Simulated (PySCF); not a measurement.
## Simulated absorption spectrum

Species: C6H10OSi.
SMILES: `C(=C1\C[SiH2]1)/C1COC1`

Level of theory: TDDFT CAM-B3LYP/def2-SVPD, vertical, gas phase, core orbitals frozen in the response (PySCF 2.14.0, density-fitted response routines). Isolated species at its GFN2-xTB geometry (one conformer only). Torsions of this conformer, `[CH:1](=[C:2]1\[CH2:3][SiH2:4]1)/[CH:5]1[CH2:6][O:7][CH2:8]1`: C2–C1–C5–C6 132°.

Broadening: Gaussians 0.25 eV wide at half height, area fixed by f = 4.319×10⁻⁹ ∫ε dν̃. The width is an assumption, not a result. The curve ends short of the highest state used, and states not computed would add to its high-energy end.

λ (nm), ε (L mol⁻¹ cm⁻¹) and a bar:
```
    195.0      64405 ##############################
    196.0      57831 ###########################
    196.9      48896 #######################
    197.9      37501 #################
    198.8      27530 #############
    199.8      18088 ########
    200.8      10985 #####
    201.7       6567 ###
    202.7       3456 ##
    203.6       1823 #
    204.6        838 
    205.5        393 
    206.5        160 
    207.5         61 
    208.4         24 
    209.4          8 
    210.3          3 
    211.3          1 
    212.3          0 
    213.2          0 
    214.2          0 
    215.1          0 
    216.1          0 
    217.0          0 
    218.0          0 
    219.0          0 
    219.9          0 
    220.9          0 
    221.8          1 
    222.8          1 
    223.8          2 
    224.7          2 
    225.7          3 
    226.6          4 
    227.6          4 
    228.5          5 
    229.5          5 
    230.5          5 
    231.4          5 
    232.4          5 
    233.3          4 
    234.3          4 
    235.3          3 
    236.2          3 
    237.2          2 
    238.1          1 
    239.1          1 
    240.0          1 
    241.0          0 
    242.0          0 
    242.9          0 
    243.9          0 
    244.8          0 
    245.8          0 
    246.8          0 
    247.7          0
```

(1) Where are the band maxima, and which computed states make them?

(2) Coming from long wavelengths, where does ε first pass 100 L mol⁻¹ cm⁻¹?

Answers

(1) 230 nm (5.38 eV), ε about 5.4, made up of S1 (100%) (ε in L mol⁻¹ cm⁻¹; maxima over ε = 5, shares over 10%). At its high-energy end, 6.36 eV, the curve is still rising (ε about 65000, from S3). The states used: S1 5.38 eV (f 0.0001); S2 6.29 eV (f 0.0052); S3 6.37 eV (f 0.567); S4 6.40 eV (f 0.0011); S5 6.54 eV (f 0.138); S6 6.74 eV (f 0.0002); S7 6.93 eV (f 0.0009); S8 6.96 eV (f 0.043).

(2) At about 207 nm (5.99 eV), 0.61 eV above S1.

Hardware: one thread, Arm Neoverse N1 (aarch64) (shared host). Cost: 2.1 min wall, 1.1 GiB resident at most.
